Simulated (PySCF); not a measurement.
# AsS at PBE0

Computed with PBE0; PySCF, scalar-relativistic core potentials, basis sets As cc-pVTZ-PP with ECP10, S cc-pV(T+d)Z.

```json
{"state": "⁴Π (quartet), unpaired electrons π ↑↑↑, a second solution, started from another occupation", "bond length": "2.261 Å", "harmonic wavenumber": "401 cm⁻¹", "force constant": "2.12 mdyn/Å", "rotational constant Be": "0.1471 cm⁻¹", "anharmonicity ωexe": "1.28 cm⁻¹", "vibration–rotation constant αe": "0.000685 cm⁻¹", "energy of the minimum from ground-state As + S": "-2.18 eV", "bond order (Mayer)": "1.19", "dipole moment (positive dipole means As(−)S(+))": "-0.69 D"}
```

Spin–orbit coupling is left out.
